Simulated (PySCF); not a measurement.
C2H5InO2. Atoms are numbered in the order given.

```xyz
10

In    -0.0410    -0.2421     0.0000
C     -0.7379     1.7651     0.0000
C      0.0868     2.8170     0.0000
H     -1.8206     1.9367     0.0000
H     -0.2916     3.8472     0.0000
H      1.1782     2.7166     0.0000
O     -1.2383    -1.8355     0.0000
H     -0.7238    -2.6511     0.0000
O      1.8727    -0.8364     0.0000
H      2.4991    -0.1046     0.0000
```
Charge 0, spin multiplicity 1.

Geometry: PBE0-D3(BJ)/def2-SVP. The structure was generated by enumeration; whether it is a known compound was not checked. The def2 effective core potentials stand for the cores of In; spin–orbit coupling is left out. The values are those of a single conformer.

These are HF/def2-TZVP run with PySCF values and carry that method's errors.

ESP charges are fitted to the potential on shells at 1.4 to 2.0 van der Waals radii. Atomic charges (e):

```csv
atom,Löwdin,ESP fit,Mulliken
In1,0.67,…,1.26
C2,-0.36,…,-0.47
C3,-0.20,…,-0.21
H4,0.14,0.23,0.15
H5,0.12,0.22,0.13
H6,0.12,0.17,0.12
O7,-0.40,-0.95,-0.82
H8,0.16,0.44,0.33
O9,-0.40,-0.93,-0.82
H10,0.15,0.40,0.32
```

**Question.** Fill in the missing entries. (Estimate from the structure and the level; the computed values follow.)

**Answer.** 
- In1, ESP fit: 1.36
- C2, ESP fit: -0.57
- C3, ESP fit: -0.38
